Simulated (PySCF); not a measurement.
Compound: C2H9NSi2.
Numbering: `[CH2:1]=[N:2][SiH2:3][CH2:4][SiH3:5]` (hydrogens: H6, H7 on C1; H8, H9 on Si3; H10, H11 on C4; H12, H13, H14 on Si5)

Computed, not measured: PySCF, PBE0-D3(BJ)/def2-SVP geometry optimisation, gas phase.

**Question.** Give the optimised bond lengths and angles.

**Answer.** 
```
                     bond  length (Å)   order
                    C1=N2       1.261  double
                   N2–Si3       1.759  single
                   Si3–C4       1.871  single
                   C4–Si5       1.888  single
                    C1–H6       1.113  single
                    C1–H7       1.106  single
                   Si3–H8       1.493  single
                   Si3–H9       1.504  single
           C4–H10, C4–H11       1.103  single
Si5–H12, Si5–H13, Si5–H14       1.495  single
```

Bonds in one row agree within 0.01 Å and their mean is given. Orders are formal, as drawn. A selection of angles:
```
      angle  degrees
   N2–C1–H6    124.5
   N2–C1–H7    120.6
   H6–C1–H7    114.9
  C1–N2–Si3    125.9
  N2–Si3–C4    107.4
  N2–Si3–H8    106.8
  N2–Si3–H9    111.7
  C4–Si3–H8    109.9
  C4–Si3–H9    111.8
  H8–Si3–H9    109.1
 Si3–C4–Si5    113.9
 Si3–C4–H10    108.6
 Si5–C4–H10    109.1
 Si5–C4–H11    108.5
 H10–C4–H11    107.0
 C4–Si5–H12    110.9
 C4–Si5–H13    110.5
H12–Si5–H13    109.3
H12–Si5–H14    108.3
```

Torsions: C1–N2–Si3–C4 125° (anticlinal); N2–Si3–C4–Si5 42° (synclinal). The mirror-image conformer, all signs reversed, is as good.

Si5 (SiH3 silicon) is tetrahedral (angles from 108.1° to 110.9°). Si3 (SiH2 silicon) is tetrahedral (angles from 106.8° to 111.8°).

Point group: C1 (no symmetry element, even within 0.4 Å). PBE0-D3(BJ)/def2-SVP frequencies: not computed here. The numbers are those of one conformer.

Hardware: one thread of an Arm Neoverse V2, no GPU (shared host). Cost: 57 s wall, 0.52 GiB resident at most. This is the geometry optimisation.
